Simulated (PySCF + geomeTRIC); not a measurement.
Species: H$_{3}$S$_{3}$Sn, SMILES `[SH][Sn]([SH])[SH]` (charge 0, multiplicity 2).

Task: Give a relaxed geometry from B3LYP-D3(BJ)/def2-TZVP (PySCF + geomeTRIC).

Result: This is not unique; one that fits is the end point of this relaxation, one of several conformers (outside a Z-matrix the atoms follow the SMILES, hydrogens last).
Bond lengths (Å): S1–Sn2 2.449, S1–H5 1.345, Sn2–S3 2.462, Sn2–S4 2.472, S3–H6 1.345, S4–H7 1.345. Bond angles (°): Sn2–S1–H5 92.9, S1–Sn2–S3 101.9, S1–Sn2–S4 105.5, S3–Sn2–S4 110.5, Sn2–S3–H6 92.2, Sn2–S4–H7 93.5.
